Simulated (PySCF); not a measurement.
Coordinates in bohr (charge 0 multiplicity 1):
```
Te    0.0000    0.0000   -2.1267
I     3.9210    0.0000    1.0881
I    -3.9210    0.0000    1.0881
```

Method: PBE0 in PySCF with Te def2-TZVP with ECP28, I def2-TZVP with ECP28; scalar-relativistic core potentials, no spin–orbit coupling; density-fitted integrals.

This geometry of TeI2 is a stationary point at this level.

**Question.** What is the point group?

**Answer.** C2v.

**Question.** Is it a minimum?

**Answer.** Yes: all harmonic wavenumbers are real.

**Question.** What are the dipole moment and the gap between the highest occupied and lowest empty levels?

**Answer.** 0.78 D and 3.19 eV.

**Question.** Give the atomic charges and bond orders.

**Answer.** 
```csv
atom,Mulliken,Löwdin,polar tensor,Mayer order to Te1
Te1,0.18,0.04,0.50,–
"I2,3",-0.09,-0.02,-0.25,1.13
```
